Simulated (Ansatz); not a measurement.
A nudged elastic band was laid between two geometries of FH6NOSi + H2O (13 atoms, charge 0, multiplicity 1).

Computed with RKS B3LYP-D4/6-31G in Ansatz 0.2.0.

```
movable images  : 9
climbing image  : yes
spring          : 5.0 eV/Å²
optimiser       : quadratic models (default)
start path      : through a guess of the saddle point
force threshold : 0.05 eV/Å
iteration limit : 19
end points      : relaxed
```

Image 0:

```xyz
13
Properties=species:S:1:pos:R:3
Si 0.448 0.774 -0.857
F -0.197 -0.864 -0.975
H 1.519 0.881 0.194
H -0.358 1.959 -1.273
O 1.348 0.668 -2.357
H -0.706 -0.123 1.383
N -0.907 0.746 0.855
H -0.299 -1.846 0.437
O -0.367 -1.880 1.422
H 1.887 -0.109 -2.581
H -0.777 1.577 1.430
H -1.868 0.712 0.516
H 0.278 -2.495 1.807
```

Image 10:

```xyz
13
Properties=species:S:1:pos:R:3
Si 0.252 1.365 -0.722
F 1.571 -1.771 -0.508
H 1.544 1.765 -0.069
H -0.403 2.489 -1.458
O 0.347 0.072 -1.816
H -0.597 -0.658 0.928
N -0.793 0.922 0.722
H 0.797 -1.861 0.187
O -0.298 -1.651 0.978
H 0.863 -0.740 -1.551
H -0.478 1.297 1.615
H -1.795 1.066 0.611
H -1.011 -2.297 1.082
```

Which bonds break or form, and what moves?

Bonds broken: Si1–F2, H6–N7, H8–O9. Bonds formed: H6–O9. FH6NOSi + H2O becomes FH + H2O + H5NOSi.

Give the energies along the band, and the barrier.

It converged. The highest image is number 6 of 0 to 10, 12.8 kcal/mol above the first end and 6.5 kcal/mol above the last; the last end lies 6.3 kcal/mol above the first. A vibrational analysis at the climbing image gives one clearly imaginary mode, 168i cm⁻¹: a first-order saddle point. The orbitals stay closed-shell, which can raise the energy where a bond breaks towards radicals; this wasn't checked here. Limits of this set-up: no polarisation functions.

| image | path coordinate (Å) | energy (kcal/mol) | Si1–F2 (Å) | H6–N7 (Å) | H8–O9 (Å) |
| --- | --- | --- | --- | --- | --- |
| 0 | 0.00 | 0.0 | 1.76 | 1.04 | 0.99 |
| 1 | 0.61 | 0.8 | 1.78 | 1.04 | 0.99 |
| 2 | 1.23 | 2.5 | 1.80 | 1.04 | 0.99 |
| 3 | 1.84 | 3.8 | 1.83 | 1.05 | 1.00 |
| 4 | 2.46 | 4.6 | 1.85 | 1.05 | 1.00 |
| 5 | 3.07 | 7.3 | 1.96 | 1.07 | 1.01 |
| 6 | 3.68 | 12.8 | 2.47 | 1.11 | 1.07 |
| 7 | 4.45 | 8.7 | 3.04 | 1.50 | 1.31 |
| 8 | 5.21 | 6.5 | 3.44 | 1.57 | 1.36 |
| 9 | 5.97 | 6.4 | 3.46 | 1.59 | 1.36 |
| 10 | 6.73 | 6.3 | 3.41 | 1.61 | 1.37 |

What is the geometry of the highest image?


```xyz
13
Properties=species:S:1:pos:R:3:forces:R:3
Si 0.576 1.165 -0.643 0.02 -0.01 0.03
F 1.137 -1.241 -0.594 -0.01 0.00 0.02
H 1.804 1.152 0.200 0.00 0.02 0.00
H 0.166 2.593 -0.884 -0.01 -0.01 0.00
O 0.347 0.417 -2.160 -0.02 -0.01 -0.05
H -0.730 -0.360 0.947 -0.01 0.01 0.01
N -0.877 0.660 0.525 0.01 0.00 -0.01
H 0.333 -1.764 0.363 -0.01 -0.01 0.01
O -0.409 -1.755 1.127 -0.01 0.00 -0.03
H 0.627 -0.536 -2.025 0.02 0.02 0.00
H -1.006 1.341 1.276 0.01 -0.01 0.01
H -1.733 0.632 -0.036 -0.01 0.00 0.01
H -0.234 -2.304 1.904 0.01 0.00 0.00
```

What are the harmonic wavenumbers there?

168i, 26, 143, 189, 247, 350, 365, 400, 491, 585, 606, 675, 689, 832, 852, 916, 948, 1019, 1032, 1121, 1210, 1545, 1644, 1715, 1802, 2065, 2161, 2236, 2434, 3284, 3464, 3557, 3805 cm⁻¹.

The band took 16 iterations and of the order of 15 core-minutes.

Time of the run: 15 min on 1 thread of Intel(R) Xeon(R) Platinum 8259CL CPU @ 2.50GHz (Skylake/Cascade Lake) (shared host), peak memory 0.17 GiB.
